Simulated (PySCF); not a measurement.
CS, charge +1, doublet, geometry from GFN2-xTB (a state made from the parent by changing its charge; the spin is typed, not shown lowest); BLYP/6-31G** run with PySCF.

PySCF was given this input:
```python
from pyscf import gto, scf, dft

mol = gto.Mole()
mol.atom = '''
    C    -0.000000   -0.000000   -1.079034
    S     0.000000    0.000000    0.404638
'''
mol.basis = '6-31g**'
mol.charge = 1
mol.spin = 1
mol.verbose = 4
mol.build()

mf = dft.UKS(mol)
mf.xc = 'blyp'
mf.grids.atom_grid = (99, 590)
mf.kernel()
```

Output, abridged:

```
PySCF version 2.14.0

[INPUT] verbose = 4
[INPUT] num. atoms = 2
[INPUT] num. electrons = 21
[INPUT] charge = 1
[INPUT] spin (= nelec alpha-beta = 2S) = 1
[INPUT] symmetry False subgroup None
[INPUT] Mole.unit = angstrom
[INPUT] Symbol           X                Y                Z      unit          X                Y                Z       unit  Magmom
[INPUT]  1 C      0.000000000000   0.000000000000  -1.079034000000 AA    0.000000000000   0.000000000000  -2.039078739094 Bohr   0.0
[INPUT]  2 S      0.000000000000   0.000000000000   0.404638000000 AA    0.000000000000   0.000000000000   0.764654999592 Bohr   0.0

nuclear repulsion = 34.2400559209313
number of shells = 14
number of NR pGTOs = 78
number of NR cGTOs = 32
basis = 6-31g**
ecp = {}

******** <class 'pyscf.dft.uks.UKS'> ********
method = UKS
initial guess = minao
damping factor = 0
level_shift factor = 0
DIIS = <class 'pyscf.scf.diis.CDIIS'>
diis_start_cycle = 1
diis_space = 8
diis_damp = 0
SCF conv_tol = 1e-09
SCF conv_tol_grad = None
SCF max_cycles = 50
direct_scf = True
direct_scf_tol = 1e-13
number electrons alpha = 11  beta = 10
XC library pyscf.dft.libxc version 7.1.2
    S. Lehtola, C. Steigemann, M. J. T. Oliveira, and M. A. L. Marques,  SoftwareX 7, 1–5 (2018)
XC functionals = blyp
    A. D. Becke,  Phys. Rev. A 38, 3098 (1988)
    C. Lee, W. Yang, and R. G. Parr,  Phys. Rev. B 37, 785 (1988)
    B. Miehlich, A. Savin, H. Stoll, and H. Preuss,  Chem. Phys. Lett. 157, 200 (1989)
radial grids:
    Treutler-Ahlrichs [JCP 102, 346 (1995); DOI:10.1063/1.469408] (M4) radial grids

becke partition: Becke, JCP 88, 2547 (1988); DOI:10.1063/1.454033
pruning grids: <function nwchem_prune>
grids dens level: 3
symmetrized grids: False
atomic radii adjust function: <function treutler_atomic_radii_adjust>
User specified grid scheme (99, 590)
small_rho_cutoff = 0
Set gradient conv threshold to 3.16228e-05
tot grids = 61176
init E= -436.386433568388

cycle= 1 E= -435.750296119237  delta_E= 0.636  |g|= 0.169  |ddm|= 1.36
cycle= 2 E= -435.701983802288  delta_E= 0.0483  |g|= 0.354  |ddm|= 0.476
cycle= 3 E= -435.745545326848  delta_E= -0.0436  |g|= 0.208  |ddm|= 0.443
cycle= 4 E= -435.772537207022  delta_E= -0.027  |g|= 0.0179  |ddm|= 0.224
cycle= 5 E= -435.772816298482  delta_E= -0.000279  |g|= 0.00277  |ddm|= 0.0262
cycle= 6 E= -435.772842839588  delta_E= -2.65e-05  |g|= 0.00132  |ddm|= 0.0121
cycle= 7 E= -435.772848140168  delta_E= -5.3e-06  |g|= 0.000222  |ddm|= 0.00718
cycle= 8 E= -435.772848187055  delta_E= -4.69e-08  |g|= 8.37e-05  |ddm|= 0.000573
cycle= 9 E= -435.772848191368  delta_E= -4.31e-09  |g|= 6.08e-06  |ddm|= 0.000103
cycle= 10 E= -435.7728481914  delta_E= -3.21e-11  |g|= 2.09e-06  |ddm|= 1.39e-05
Extra cycle  E= -435.77284819135  delta_E= 4.98e-11  |g|= 9.39e-06  |ddm|= 9.7e-06
converged SCF energy = -435.77284819135  <S^2> = 0.76980021  2S+1 = 2.0197032
```
